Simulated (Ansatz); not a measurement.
Start from `[SiH3][GeH3]` and change one atom or group to get `[SiH3][SiH2][GeH3]`.

Ansatz, PBE0-D4/def2-TZVP geometries, multiplicity 1. 

Scalar relativity is left out up to krypton.

```csv
property,`[SiH3][GeH3]`
HOMO energy (ωB97M-V/def2-TZVPP) / eV,-10.34
HOMO–LUMO gap (PBE/def2-TZVPP) / eV,6.73
size of the dipole moment (ωB97M-V/def2-TZVPP) / D,0.12
LUMO energy (PBE0/def2-TZVPP) / eV,0.36
zero-point energy (PBE0-D4/def2-TZVP) / kJ/mol,124.6
LUMO energy (PBE/def2-TZVPP) / eV,-0.47
```

What does the change do to each property? (Estimate.)

Computed: 
```csv
property,`[SiH3][SiH2][GeH3]`,shift
HOMO energy (ωB97M-V/def2-TZVPP) / eV,-9.95,0.39
HOMO–LUMO gap (PBE/def2-TZVPP) / eV,5.92,-0.81
size of the dipole moment (ωB97M-V/def2-TZVPP) / D,0.17,0.05
LUMO energy (PBE0/def2-TZVPP) / eV,-0.20,-0.56
zero-point energy (PBE0-D4/def2-TZVP) / kJ/mol,170.1,45.5
LUMO energy (PBE/def2-TZVPP) / eV,-1.01,-0.54
```

With PBE0 the HOMO rises by 0.32 eV and the LUMO falls by 0.56 eV, so the gap narrows by about 0.88 eV. PBE moves the HOMO by 0.27 eV and ωB97M-V by 0.39 eV. The zero-point energy changes by 45.5 kJ/mol with +9 modes. Dipoles are sizes alone; their direction can turn.
